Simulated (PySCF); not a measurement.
# Two-component Hartree-Fock for Ce²⁺ (cerium, charge +2)

Start: [Xe] 4f2; 4f5/2 filled at m_j = +3/2, +5/2. Calculated with PySCF 2.14 in x2c-SVPall-2c (7s10p9d3f1g, 112 functions): generalised Hartree-Fock with the X2C-1e Hamiltonian and a Gaussian nucleus; one run each with spin-orbit coupling (SO) switched off, then screened by Boettger's factors.

```
spinor shell  electrons  ε, spin-free (eV)  ε, screened SO (eV)  weight of nominal j (screened SO)  rms radius, screened SO (bohr)
       1s1/2          2           -40647.4             -40641.9                              1.000                          0.0281
       2s1/2          2            -6622.3              -6620.6                              1.000                           0.114
       2p1/2          2            -5925.2              -6237.8                              1.000                          0.0979
       2p3/2          4            -5925.2              -5787.2                              1.000                           0.104
       3s1/2          2            -1475.2              -1474.6                              1.000                           0.296
       3p1/2          2            -1248.4              -1311.4                              1.000                           0.288
       3d3/2          4            -926.11              -937.62                              1.000                           0.273
       3d5/2          6            -926.11              -917.82                              1.000                           0.276
       4s1/2          2            -321.98              -321.77                              1.000                           0.678
       4p1/2          2            -245.34              -259.47                              0.994                           0.703
       4p3/2          4            -245.34              -238.87                              0.997                           0.730
       4d3/2          4            -131.91              -135.63                              0.895                           0.805
       4d5/2          6            -131.91              -129.23                              0.930                           0.812
       5s1/2          2            -59.373              -59.329                              1.000                            1.65
       5p1/2          2            -38.361              -40.642                              0.949                            1.87
       5p3/2          4            -38.361              -37.310                              0.974                            1.96
       4f5/2          2            -21.088              -21.128                              0.891                            1.29
```

Q: Where does 3p3/2 lie, and what is the 3p spin-orbit splitting (screened SO)?

A: At -1220.2 eV, 91.237 eV above 3p1/2.

```csv
quantity,spin-free,screened SO
E (hartree),-8853.71322,-8857.55397
M_J,4,4
⟨J²⟩,22.011,20.988
⟨L²⟩,30.009,29.787
⟨S²⟩,2.001,1.992
```

The determinant has a definite M_J but mixes levels of different J.

Each row is a mean over spinors that exchange with the open shell spreads, by up to 7.757 eV (4d3/2).

Rows whose weight is well below 1 are mixtures of j = l ± 1/2: exchange outweighs spin-orbit coupling there, and the label is only the starting occupation.

Breit and QED terms are absent; they matter most for the inner s and p1/2 levels.

Densities and radii are taken from the X2C orbitals without a picture-change correction, which distorts them close to the nucleus.

Without spin-orbit coupling the j labels of p, d and f shells carry no meaning; the spin-free column gives the mean over the occupied spinors of each nl shell, and its ⟨J²⟩ belongs to a mixture of degenerate components.
